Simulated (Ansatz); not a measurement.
Program: Ansatz. Geometries: PBE0-D4/def2-TZVP. ΔE: electronic, gas phase. CCSD(T)/CBS is the MP2 limit (def2-TZVPP, def2-QZVPP) plus CCSD(T) − MP2 in def2-TZVPP, frozen cores. DFT in def2-TZVPP. def2 core potentials past Kr. For Bi outer-core shells are correlated without core-valence functions, which leaves a few kJ/mol of doubt a bond. One conformer a species, not always the lowest.

Reaction (formal exchange of groups at a Bi–C bond): `[CH3][Bi]([CH3])[F]` + `FCNCF` → `[CH3][Bi]([F])[F]` + `CCNCF`

| species | PBE-D4 energy (Eh) |
| --- | --- |
| `[CH3][Bi]([CH3])[F]` | -394.22718 |
| `FCNCF` | -333.44332 |
| `[CH3][Bi]([F])[F]` | -454.19097 |
| `CCNCF` | -273.51579 |

Q: Work out ΔE.

A: ΔE = (-454.19097) + (-273.51579) − (-394.22718) − (-333.44332) = -0.03626 Eh = -0.99 eV. CCSD(T)/CBS gives -1.03 eV.

Largest T1 diagnostic among the species: 0.015.

From PBE to PBE0 (25 % exact exchange), in def2-TZVPP and without D4, ΔE moves by +0.05 eV.
